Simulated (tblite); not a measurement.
Species: C5H9NO2 (charge -1 and doublet state).
Geometry (GFN2-xTB, Å), atoms numbered from 1 in this order:
```xyz
17
C5H9NO2 angstrom
C     -2.2250   -1.2285   -0.3562
O     -1.9746    0.1430   -0.5135
C     -0.7044    0.5038   -0.0044
C      0.0582    1.5747   -0.7361
C      0.5681    0.0777   -0.7155
C      1.7343   -0.4292   -0.0316
N      1.9583    0.1084    1.3160
O      2.6371   -1.1669   -0.5920
H     -3.1695   -1.4446   -0.8598
H     -2.3096   -1.4962    0.7071
H     -1.4237   -1.8323   -0.7962
H     -0.6765    0.5256    1.0848
H     -0.3846    1.9443   -1.6495
H      0.5464    2.3298   -0.1375
H      0.4116   -0.4037   -1.6763
H      2.1222    1.1197    1.2738
H      2.8248   -0.3133    1.6433
```

Level: GFN2-xTB in tblite, geometry and Hessian alike; calculated harmonic values, unscaled, isolated species. Against measured fundamentals such values can be off by several per cent, at times by over 20. One conformer, not necessarily the lowest. Open shells enter through the occupations alone, without spin polarisation, and single modes of such species can be off by tens of per cent.

Harmonic wavenumbers (cm⁻¹): 55.7, 110.8, 120.3, 153.1, 172.6, 195.0, 225.6, 344.7, 385.4, 411.1, 460.5, 490.9, 575.8, 724.8, 844.5, 855.8, 905.8, 965.7, 988.0, 990.6, 1045.9, 1054.0, 1075.8, 1098.2, 1137.7, 1184.6, 1193.9, 1202.6, 1247.0, 1319.6, 1400.6, 1424.4, 1471.1, 1500.9, 1510.0, 1565.1, 2864.6, 2925.5, 2940.4, 2972.3, 3015.6, 3050.4, 3064.0, 3142.4, 3368.6.

A = 3525, B = 1220, C = 1106 MHz; mass 115.063 u (most abundant isotopes); point group C1, symmetry number 1; spin multiplicity 2.

Zero-point energy?

½Σν̃ = 28876 cm⁻¹ = 345.43 kJ/mol.

Give the ideal-gas entropy at 350 K and 1 bar in the rigid-rotor, harmonic-oscillator model (classical rotation).

Translation 171.37, rotation 121.68, vibration 132.52, spin (R ln 2) 5.76: S = 431.3 J/(mol K).

And Cp and H(350 K) − H(0)?

Cp = 169.65 J/(mol K), of which vibrations give 136.39 (their classical limit is 45 R = 374.2); H(350 K) − H(0) = 36.24 kJ/mol without the zero-point energy, 24.60 from vibrations.

Blend soft modes into free rotors: weight 1/[1 + (100 cm⁻¹/ν̃)⁴] for the oscillator and the rest for a rotor with moment μB/(μ + B), μ = h/(8π²ν), B = 10⁻⁴⁴ kg m². What vibrational entropy results?

125.26 J/(mol K) in place of 132.52, which changes −T·S at 350 K by +2.54 kJ/mol.

Which modes carry the vibrational entropy at 350 K?

55.7 cm⁻¹: 20.59; 110.8 cm⁻¹: 14.92; 120.3 cm⁻¹: 14.25; 153.1 cm⁻¹: 12.30; 172.6 cm⁻¹: 11.34; 195.0 cm⁻¹: 10.37 J/(mol K); the other 39 give 48.74 together.

What must be added to the electronic energy to get the Gibbs energy at 350 K and 1 bar?

ZPE + [H(350 K) − H(0)] − T·S = 345.43 + 36.24 − 150.97 = 230.70 kJ/mol.

How do the functions run with temperature in this model?

```tsv
T (K)	S (J/(mol K))	Cp (J/(mol K))	H − H(0) (kJ/mol)	G − H(0) (kJ/mol)	ln q(vib)
100	287.7	77.6	5.27	-23.50	1.34
200	353.3	114.7	14.94	-55.72	3.81
300	406.6	151.2	28.22	-93.77	6.27
500	500.4	218.2	65.49	-184.69	11.06
800	618.2	282.2	141.46	-353.10	17.84
1000	684.3	309.7	200.80	-483.50	22.01
```

q(vib) and H(0) count from the zero-point level.

Hindered rotation and anharmonicity are outside this model. Other conformers, if any are populated, would add a mixing term that is left out. The structure is chiral; the term R ln 2 for an equal mix with its mirror image is left out.
